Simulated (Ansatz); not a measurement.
Ansatz (a first-principles code) input:
A basis named .json is the Basis Set Exchange file of that set.

Ansatz 0.2 input:
```yaml
crystal:
  periodic: [false, false, false]
  atoms:
    - {symbol: C, position_ang: [1.66094917, -0.60667272, -0.18653124]}
    - {symbol: Ge, position_ang: [-0.02573006, 0.35745695, 0.19870615]}
    - {symbol: C, position_ang: [-1.57534832, -0.72532839, -0.39214057]}
    - {symbol: H, position_ang: [1.72328796, -0.80749620, -1.25875598]}
    - {symbol: H, position_ang: [1.68547915, -1.55476660, 0.34956615]}
    - {symbol: H, position_ang: [2.52240896, -0.01003700, 0.10952542]}
    - {symbol: H, position_ang: [-0.02781842, 1.72052845, -0.55504177]}
    - {symbol: H, position_ang: [-1.48686007, -0.92519313, -1.46270398]}
    - {symbol: H, position_ang: [-1.59822036, -1.67516023, 0.14094525]}
    - {symbol: H, position_ang: [-2.50852034, -0.19449108, -0.21010095]}
basis:
  gaussian:
    orbitals: cc-pVTZ
    fitting: {mean_field: def2-universal-jkfit, correlation: cc-pVTZ-RIFIT.json}
magnetization: {spin_polarized: true, initial_magnetization: 1}
correlation: {method: mp2, electrons: outside_noble_gas}
```

Problem. Predict the final energy.

Solution. -2155.68533 Eh (RI-MP2/cc-pVTZ). The basis has 201 functions.

It need not be the lowest isomer of its formula.
